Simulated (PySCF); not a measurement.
## Dipole moment and polarisability of `CN(C)C(=O)[SiH]([SiH3])[SiH3]`

Compound: C3H13NOSi3.
Cartesian coordinates in Å at the PBE0-D3(BJ)/def2-SVP level; atoms count from 1:
```xyz
21
C3H13NOSi3 angstrom
C     -2.717    0.964   -0.638
N     -1.614    0.262   -0.025
C     -1.917   -0.965    0.658
C     -0.359    0.779   -0.123
O     -0.113    1.817   -0.723
Si     1.197   -0.109    0.628
Si     2.801    1.585    0.467
Si     1.708   -1.970   -0.705
H     -3.209    0.333   -1.397
H     -2.321    1.867   -1.118
H     -3.468    1.248    0.117
H     -2.649   -0.798    1.467
H     -2.338   -1.716   -0.033
H     -1.010   -1.389    1.109
H      1.010   -0.580    2.041
H      2.321    2.812    1.168
H      4.072    1.130    1.118
H      3.088    1.882   -0.967
H      0.630   -3.003   -0.604
H      3.002   -2.589   -0.281
H      1.821   -1.538   -2.131
```

Level: CAM-B3LYP/def2-SVPD (PySCF), static field, nuclei fixed, core orbitals frozen in the response. The polarisability tensor in these axes (au):

```
x   157.69   6.27   1.75
y     6.27 145.90   2.56
z     1.75   2.56 115.46
```

**Question.** Give the principal values, the mean and the anisotropy Δα = √{½[(α1 − α2)² + (α2 − α3)² + (α1 − α3)²]}.

**Answer.** Principal values 115.21, 143.28 and 160.56 au; mean 139.68 au = 20.70 Å³ = 23.03 × 10⁻⁴⁰ C²·m²/J; Δα = 39.64 au (28 % of the mean).

**Question.** What is the dipole moment, and where does it point?

**Answer.** (-2.40, -2.52, 1.23) D, 3.69 D in size, pointing from the negative to the positive side. Measured along this direction, the outermost atoms are H18 at the negative end and H12 and H13 at the positive end.

**Question.** Give the principal axes and the span of the nuclei along them.

**Answer.** Largest value along (0.91, 0.40, 0.06), where the nuclei span 7.12 Å; middle along (-0.40, 0.91, 0.06), 6.17 Å; least along (-0.03, -0.08, 1.00), 4.11 Å. The response follows the extents in order.

**Question.** Rayleigh depolarisation ratio (linearly polarised light, static tensor)?

**Answer.** ρ = 3Δα²/(45ᾱ² + 4Δα²) = 4715.2/(877997 + 6286.9) = 0.00533.

**Question.** How large is μ²/3kT at 298 K beside α?

**Answer.** In Gaussian units μ²/3kT = 110.27 Å³ against 20.70 Å³, a ratio of 5.33; the Debye molar polarisation (4π/3)N_A(α + μ²/3kT) is 330.4 cm³/mol, leaving out the vibrational part.

**Question.** In TDDFT the mean static polarisability is Σ f/ω² over all singlet excitations (ω in hartree). How much of it do the 10 lowest give? Their energies (eV) and oscillator strengths: 4.89, 0.0098; 6.24, 0.1882; 6.35, 0.0294; 6.56, 0.0023; 6.63, 0.0338; 6.66, 0.0269; 6.89, 0.0297; 6.94, 0.0405; 6.98, 0.0144; 7.01, 0.0681.

**Answer.** They add up to 7.81 au, 5.6 % of the 139.68 au; the largest single term is 3.57 au, from the state at 6.24 eV. Terms in order: 0.30, 3.57, 0.54, 0.04, 0.57, 0.45, 0.46, 0.62, 0.22, 1.03 au. Higher excitations give the rest. The strengths listed sum to 0.443.

**Question.** Find the Langevin capture rate constant for H3+ (3.023 u) meeting this molecule (163.030 u), k = 2.342 × 10⁻⁹ cm³/s × √(α in Å³ / reduced mass in u).

**Answer.** The reduced mass is 2.97 u, so k = 6.18 × 10⁻⁹ cm³/s. The formula leaves out the permanent dipole, which adds to the capture rate.

The structure is a single PBE0-D3(BJ)/def2-SVP conformer in the gas phase; no vibrational or solvent corrections.

These values come from a run that also computed excited states and ΔSCF ions. Hardware: Arm Neoverse N1, one thread, shared host with 64 logical CPUs at a one-minute load of 55. Cost: 15 min of wall time, 1.5 GiB resident at most.
